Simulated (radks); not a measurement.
Species: the potassium ion K14+. Configuration: [He] 2s2 2p1 (the NIST ground configuration).

Calculated with a radial shooting solver on a logarithmic mesh with Libxc functionals: scalar-relativistic Kohn-Sham, SCAN, spin-polarised, spherical densities, finite nucleus; open shells are filled with parallel spins first; meta-GGA in the generalised Kohn-Sham scheme; Fermi nuclear charge, rms radius 3.4349 fm.

Energy parts (Ry):
total: -911.77302
kinetic: 919.34543
electron-nucleus: -1913.31199
Hartree: 116.71690
exchange-correlation: -34.52337

Orbitals (lengths in bohr, moments of r in powers of bohr):
orbital  occ.  eigenvalue (Ry)     <r^2>
1s up       1        -309.5561  0.008714
1s down     1        -309.1173  0.008677
2s up       1        -64.40334    0.1401
2s down     1        -63.56368    0.1419
2p up       1        -60.58429    0.1093

The highest occupied level is 2p up at -824.29 eV. Summed over all electrons, <r^2> = 0.4087 bohr^2, which gives a Langevin (diamagnetic) susceptibility term of -0.324 x 10^-6 cm^3/mol. Spin moment in Bohr magnetons: 1. The electron density at the nucleus is 5302 e/bohr^3 (large components only). For comparison, the ionisation energy in NIST's Atomic Spectra Database is 860.9 eV (semi-empirical). In exact Kohn-Sham theory the highest level is minus the ionisation energy, but local and semilocal functionals leave it too shallow, through self-interaction and a potential that decays too fast; potentials with the right tail come closer.

Empty levels of this run are not shown, since the potential may be unsettled where no density lies.
